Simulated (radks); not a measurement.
Results of a calculation; reference values are marked as such.
Problem. Orbital eigenvalues (eV) of neutral tin, [Kr] 4d10 5s2 5p2, of relativity; Dirac values are averaged over j with weights 2j + 1. Spin-unpolarised spherical Kohn-Sham, PBEsol, point nucleus unless stated (finite: rms radius 4.6519 fm), a radial shooting solver on a logarithmic mesh with Libxc functionals. A level marked "c x" has the speed of light scaled by that factor and shares open shells by 2j + 1; other Dirac levels either fill j = l - 1/2 first or share by 2j + 1.

shell  non-rel.
1s       -27957
2s      -4125.0
2p      -3859.4
3s      -793.13
3p      -683.57
3d      -480.21
4s      -123.84
4p      -87.414
4d      -27.232
5s      -9.8501
5p      -3.7834

Give the values at the level "Dirac, c x 0.75".

Solution. 
shell  Dirac, c x 0.75  change of magnitude (%)
1s              -29887                    +6.90
2s             -4598.2                   +11.47
2p             -3996.7                    +3.56
3s             -889.63                   +12.17
3p             -712.22                    +4.19
3d             -466.69                    -2.81
4s             -142.59                   +15.14
4p             -91.745                    +4.95
4d             -24.592                    -9.69
5s             -11.301                   +14.73
5p             -3.6810                    -2.71
